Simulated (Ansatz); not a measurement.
ClTe, charge +1, singlet, at a GFN2-xTB geometry (all electrons, no relativity); B3LYP/STO-3G (Ansatz, a quantum-chemistry and plane-wave program).

Input for Ansatz:
Ansatz 0.2 input:
```yaml
crystal:
  periodic: [false, false, false]
  atoms:
    - {symbol: Te, position_ang: [-0.00000000, -0.00000000, -0.54662571]}
    - {symbol: Cl, position_ang: [0.00000000, 0.00000000, 1.67203160]}
basis:
  gaussian:
    orbitals: STO-3G
    point_charges:
      - {charge: 0.5, position_ang: [-2.3793, 1.7251, -2.3095]}
hamiltonian:
  xc: b3lyp
total_charge: 1
```

### Question
Predict the main parts of the log of this Ansatz run.

### Answer

```
Functional definition: B3LYP
374 factors; integrals over basis functions are off by at most 1.2e-5 eV
mean field evaluation 1: about -190586.6964 eV, gradient 1.7e1 eV
mean field evaluation 2: about -190568.4753 eV, gradient 5.6e1 eV
mean field evaluation 4: about -190589.1965 eV, gradient 5.4e-1 eV
mean field evaluation 8: about -190589.1991 eV, gradient 1.2e-2 eV
mean field evaluation 16: about -190589.1992 eV, gradient 2.5e-6 eV
mean field -190589.19915024 eV, -7004.0238827724 hartree, gradient 2.5e-6 eV, S^2 0.000000; 3 other end points of the search recorded, 0 dependent functions left out
reference -190589.19929023 eV, -7004.0238879167 hartree; 34, 34 occupied and 2, 2 virtual orbitals, 374 factors
Total energy: -190589.19929023 eV, -7004.0238879167 hartree
```
